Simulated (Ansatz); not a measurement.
Computed with Ansatz on PBE0-D4/def2-TZVP structures; ΔE is electronic, products minus reactants. CBS: MP2 limit from def2 TZ/QZ plus the TZ coupled-cluster correction, frozen cores. This one scheme is used for every species. DFT in def2-TZVPP. HSE06 is defined as in plane-wave codes. def2 core potentials past Kr. For W outer-core shells are correlated without core-valence functions, which leaves a few kJ/mol of doubt a bond. One conformer a species, not always the lowest.

`C[O][W]([NH2])(=[S])=[S]` + HCl → `[NH2][W](=[S])(=[S])[Cl]` + CH₃OH  (ligand exchange at a W–O bond)

Is it downhill or uphill in electronic energy at CCSD(T)/CBS, and by how much? (Estimate.)

Ansatz gave: Downhill: ΔE = -22.9 kJ/mol.

What do these levels give: PBE-D4, revPBE-D4, r2SCANh-D4, HSE06-D4, PBE0, BHLYP, LC-ωPBE, HF/def2-SVP, MP2/def2-SVP, CCSD/def2-SVP, CCSD(T)/def2-SVP, MP2/def2-TZVPP? (Best estimate.)

The calculation gave: PBE-D4 -19.6, revPBE-D4 -19.0, r2SCANh-D4 -19.0, HSE06-D4 -23.0, PBE0 -24.6, BHLYP -19.9, LC-ωPBE -13.2, HF/def2-SVP -15.4, MP2/def2-SVP -26.0, CCSD/def2-SVP -12.9, CCSD(T)/def2-SVP -12.3, MP2/def2-TZVPP -35.0 kJ/mol.

Largest T1 diagnostic among the species: 0.022, so the coupled-cluster value is less sure than usual.

Leaving LDA and LC-ωPBE aside and taking each functional with its dispersion term where it has one, the values, not all of them listed here, spread over 17.1 kJ/mol, from PBE-QIDH to CAM-B3LYP-D4. LDA lies +6.8 kJ/mol from PBE without D4. The D4 term adds +3.0 kJ/mol with B3LYP and +2.1 kJ/mol with PBE0; it sums over pairs of atoms, weighted by their polarisabilities, and B3LYP, whose exchange is more repulsive, gets the larger term. From r2SCAN to r2SCAN0 (25 % exact exchange), in def2-TZVPP and without D4, ΔE moves by −3.6 kJ/mol.

B3LYP here is the variant with VWN-RPA as its local correlation; programs differ in this.
